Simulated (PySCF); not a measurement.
Ga(24+) (gallium, charge +24) across methods

[He] 2s2 2p3, high-spin 4S determinant. Calculation: PySCF 2.14, in an uncontracted even-tempered set (19 s from 6.5 bohr⁻², ratio 2.2; 12 p from 8.5 bohr⁻², ratio 2.2; 6 d from 35 bohr⁻², ratio 2.4; 5 f from 53 bohr⁻², ratio 2.4; 4 g from 79 bohr⁻², ratio 2.4); the spin-free X2C one-electron Hamiltonian (Gaussian nucleus).

```
 method  E (hartree)  mean ε 2s α (eV)  mean ε 2s β (eV)  mean ε 2p α (eV)  Σ⟨r²⟩ (bohr²)   ⟨S²⟩
 r2SCAN    -1448.782           -2484.6           -2441.3           -2357.9         0.2205  3.750
    PBE    -1448.505           -2472.8           -2438.8           -2350.0         0.2208  3.750
    LDA    -1445.682           -2468.9           -2435.4           -2348.2         0.2211  3.750
    UHF  -1448.58733           -2552.3           -2480.2           -2414.9         0.2204  3.750
 M06-2X    -1448.957           -2507.4           -2462.2           -2383.3         0.2205  3.750
r2SCANh    -1448.786           -2491.4           -2445.4           -2363.7         0.2205  3.750
   PBE0    -1448.580           -2493.0           -2449.7           -2366.5         0.2207  3.750
```

Spin-orbit coupling is strong in this species (close to jj coupling), so the high-spin LS determinant is a model state, not a physical level.
